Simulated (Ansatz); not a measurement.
Reactions of `CC1=C(O)N1`.

Computed with Ansatz on PBE0-D4/def2-TZVP structures; ΔE is electronic, products minus reactants. CBS: MP2 limit from def2 TZ/QZ plus the TZ coupled-cluster correction, frozen cores. This one scheme is used for every species, atoms too. Functionals use def2-TZVPP. Open shells (•) are unrestricted, without spin–orbit coupling. Spin–orbit coupling would lower the free atoms: a little for C, O. Elements past krypton have def2 core potentials. For Sb outer-core shells are correlated without core-valence functions, so the limit isn't a true one: a few kJ/mol of doubt a bond, and 10 to 20 or more in all where bonds break to atoms. Each species was taken in one conformer, which may not be the lowest.

```csv
reaction,PBE-D4 (kcal/mol),CCSD(T)/CBS(def2) (kcal/mol)
`CC1=C(O)N1` + `[AlH3]` → `CC1=[C]([AlH2])N1` + H₂O,-28.1,-32.3
`CC1=C(O)N1` → 3 C• + 5 H• + N• + O•,983.3,937.8
`CC1=C(O)N1` → `[CH2]` (triplet) + `OC1=CN1`,112.4,109.9
`CC1=C(O)N1` → `NC1CC1=O`,-31.2,-31.3
`CC1=C(O)N1` + H₂ → `OC1=CN1` + CH₄,-8.9,-10.4
`CC1=C(O)N1` + H₂ → `CC1=CN1` + H₂O,-15.0,-21.2
`CC1=C(O)N1` → `CCOC#N`,-46.6,-53.4
`CC1=C(O)N1` + `O[Si](F)(F)F` → `CO[Si](F)(F)F` + `OC1=CN1`,19.6,19.3
`CC1=C(O)N1` + `[NH2][SbH][OH]` → `C[O][SbH][NH2]` + `OC1=CN1`,18.2,18.2
```

Largest T1 diagnostic: 0.014, for `[NH2][SbH][OH]`.
